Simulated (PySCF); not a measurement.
C7H7, doublet, at a GFN2-xTB geometry. Base run: PBE/3-21G (PySCF).

The PySCF input:
```python
from pyscf import gto, scf, dft

mol = gto.Mole()
mol.atom = '''
    C     1.096806   -0.692040    0.742836
    C     1.465115   -0.165421   -0.396948
    C     0.257160    0.706690   -0.823937
    C    -0.865458   -0.272563   -1.118095
    C    -1.193253   -0.856204    0.026576
    C    -0.301880   -0.264599    1.107974
    C    -0.198129    1.181610    0.572021
    H     2.356814   -0.273139   -0.978067
    H     0.471835    1.456968   -1.579832
    H    -1.255890   -0.449343   -2.102072
    H    -1.912258   -1.631328    0.209142
    H    -0.615248   -0.412225    2.136059
    H     0.548604    1.781332    1.090668
    H    -1.156030    1.702899    0.561539
'''
mol.basis = '3-21g'
mol.charge = 0
mol.spin = 1
mol.verbose = 4
mol.build()

mf = dft.UKS(mol)
mf.xc = 'pbe'
mf.kernel()
```

Each row names what was changed in the base input (with any setting that the change needs).

```json
[
 {"change": "base", "ΔE vs base (mEh)": "0.000", "fitting functions": "-", "dipole (D)": "1.07"},
 {"change": "auxbasis = cc-pvqz-jkfit", "ΔE vs base (mEh)": "-0.115", "fitting functions": "1099", "dipole (D)": "1.07"},
 {"change": "auxbasis = even-tempered beta=1.6", "ΔE vs base (mEh)": "-6.431", "fitting functions": "637", "dipole (D)": "1.08"},
 {"change": "auxbasis = cc-pvdz-jkfit", "ΔE vs base (mEh)": "-0.357", "fitting functions": "651", "dipole (D)": "1.07"},
 {"change": "auxbasis = autoaux", "ΔE vs base (mEh)": "-7.013", "fitting functions": "560", "dipole (D)": "1.08"},
 {"change": "auxbasis = cc-pvtz-jkfit", "ΔE vs base (mEh)": "-0.201", "fitting functions": "763", "dipole (D)": "1.07"},
 {"change": "auxbasis = even-tempered beta=2.0", "ΔE vs base (mEh)": "-7.865", "fitting functions": "448", "dipole (D)": "1.08"},
 {"change": "auxbasis = def2-universal-jfit", "ΔE vs base (mEh)": "-0.620", "fitting functions": "420", "dipole (D)": "1.07"},
 {"change": "auxbasis = def2-tzvp-ri", "ΔE vs base (mEh)": "-0.396", "fitting functions": "637", "dipole (D)": "1.07"},
 {"change": "auxbasis = default (with mf = mf.density_fit())", "ΔE vs base (mEh)": "-0.380", "fitting functions": "651", "dipole (D)": "1.07"}
]
```

A fitting set is made for a task (jfit for Coulomb, jkfit for Coulomb and exchange, ri for correlation) and for a family of orbital bases.

Open shells are given as the SCF converged; they aren't shown to be the lowest states, and a large step between rows can be another state.
